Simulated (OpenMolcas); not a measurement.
neutral mercury: effect of the IPEA shift

```
Program             : OpenMolcas 26.06
Basis               : ANO-RCC-VTZP [8s7p5d3f1g]
Scalar Hamiltonian  : DKH2, point nucleus
Active space        : 2 electrons in 9 orbitals (RAS2 6s 6p; RAS3 6d, at most 2 electrons)
State averaging     : 2S+1 = 3 even, 3 roots (0 in the spin-orbit step); 2S+1 = 1 even, 1 root; 2S+1 = 3 odd, 3 roots; 2S+1 = 1 odd, 3 roots
Spin-orbit coupling : RASSI with atomic mean-field integrals over the reference wave functions, term energies averaged over their components
```

Methods on the same reference wave functions:
A. RASSCF
B. SS-RASPT2, IPEA 0 Eh, imaginary shift 0.1 Eh (closed shells correlated: 5d)
C. SS-RASPT2, IPEA 0.25 Eh, imaginary shift 0.1 Eh (closed shells correlated: 5d)

Energies in cm⁻¹ above 6s² ¹S₀, the measured ground level; measured values from NIST Handbook of Basic Atomic Spectroscopic Data.

```csv
Level,A,B,C,Measured
6s² ¹S₀,0.0,0.0,0.0,0.0
6s 6p ³P°₀,31987,37915,37822,37645
6s 6p ³P°₁,33585,39461,39371,39412
6s 6p ³P°₂,37330,43259,43166,44043
6s 6p ¹P°₁,51731,53669,53711,54069
```

Deviations, from unrounded energies. A percentage is the sum of absolute deviations over the sum of measured energies, with the sign that they share, or ± where signs differ.

```
           Against measurement  Levels      A     B     C
mean absolute deviation (cm-1)       4   5100   380   360
      other configurations (%)       4  -11.7  ±0.9  ±0.8
```

B, C lie about equally close to measurement and A furthest from it. The largest miss of C in the table is 6s 6p ³P°₂, by -880 cm-1. The ranking rests on the paired levels alone, and a cruder setting can come out closer through cancelling errors.

Between B and C the level of the table that moves most is 6s 6p ³P°₂, by 93 cm-1 (lowest in C, highest in B).

The lowest spin-free term lies below A's lowest term by 0.400 hartree in B, 0.396 hartree in C.

Some high roots are left out of the spin-orbit mixing, which shifts the levels that they would mix with. Active for correlation alone: 6d; no level in the range computed is led by a configuration that fills it, so any true level of that kind is missing. Spin-orbit splittings of 6p shells tend to come out small when the coupling is added on scalar orbitals. Computed and measured levels are paired by configuration, term and J; levels that our copy of the source lacks, or whose pairing is in doubt (as where it misses far off the trend of its configuration), stay unpaired and out of the deviations. Levels of configurations outside the active space are missing.

° marks odd parity.
